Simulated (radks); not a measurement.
The numbers below are computed, except where a source is named.
All-electron atom: the iridium ion Ir30+ in [Kr] 4d10 5d1 (not the ground configuration).

Code: a radial shooting solver on a logarithmic mesh with Libxc functionals. Model: scalar-relativistic Kohn-Sham, PBE, spin-polarised, spherical densities, finite nucleus; open shells are filled with parallel spins first (spin-orbit coupling, left out, can overturn this in heavy ions); Fermi nuclear charge, rms radius 5.4032 fm.

Energy parts (eV):
| part | energy |
|---|---|
| total | -472623.94 |
| kinetic | 526654.81 |
| electron-nucleus | -1118854.47 |
| Hartree | 127769.80 |
| exchange-correlation | -8194.09 |

Orbitals (lengths in bohr, moments of r in powers of bohr; r(90%) holds 90 % of the orbital's charge):
[
 {"orbital": "1s up", "occ.": "1", "eigenvalue (eV)": "-77197.56", "r(90%)": "0.0318"},
 {"orbital": "1s down", "occ.": "1", "eigenvalue (eV)": "-77197.55", "r(90%)": "0.0318"},
 {"orbital": "2s up", "occ.": "1", "eigenvalue (eV)": "-14419.52", "r(90%)": "0.114"},
 {"orbital": "2s down", "occ.": "1", "eigenvalue (eV)": "-14419.15", "r(90%)": "0.114"},
 {"orbital": "2p up", "occ.": "3", "eigenvalue (eV)": "-12673.92", "r(90%)": "0.108"},
 {"orbital": "2p down", "occ.": "3", "eigenvalue (eV)": "-12673.62", "r(90%)": "0.108"},
 {"orbital": "3s up", "occ.": "1", "eigenvalue (eV)": "-4225.566", "r(90%)": "0.278"},
 {"orbital": "3s down", "occ.": "1", "eigenvalue (eV)": "-4225.368", "r(90%)": "0.278"},
 {"orbital": "3p up", "occ.": "3", "eigenvalue (eV)": "-3714.289", "r(90%)": "0.284"},
 {"orbital": "3p down", "occ.": "3", "eigenvalue (eV)": "-3714.072", "r(90%)": "0.284"},
 {"orbital": "3d up", "occ.": "5", "eigenvalue (eV)": "-3153.773", "r(90%)": "0.267"},
 {"orbital": "3d down", "occ.": "5", "eigenvalue (eV)": "-3153.472", "r(90%)": "0.267"},
 {"orbital": "4s up", "occ.": "1", "eigenvalue (eV)": "-1675.508", "r(90%)": "0.567"},
 {"orbital": "4s down", "occ.": "1", "eigenvalue (eV)": "-1674.968", "r(90%)": "0.566"},
 {"orbital": "4p up", "occ.": "3", "eigenvalue (eV)": "-1494.703", "r(90%)": "0.596"},
 {"orbital": "4p down", "occ.": "3", "eigenvalue (eV)": "-1494.113", "r(90%)": "0.595"},
 {"orbital": "4d up", "occ.": "5", "eigenvalue (eV)": "-1279.561", "r(90%)": "0.616"},
 {"orbital": "4d down", "occ.": "5", "eigenvalue (eV)": "-1278.870", "r(90%)": "0.616"},
 {"orbital": "5d up", "occ.": "1", "eigenvalue (eV)": "-706.9342", "r(90%)": "1.13"},
 {"orbital": "5d down", "occ.": "0", "eigenvalue (eV)": "-703.7012", "r(90%)": "1.12"}
]

The highest occupied level is 5d up at -706.93 eV. Spin moment in Bohr magnetons: 1.
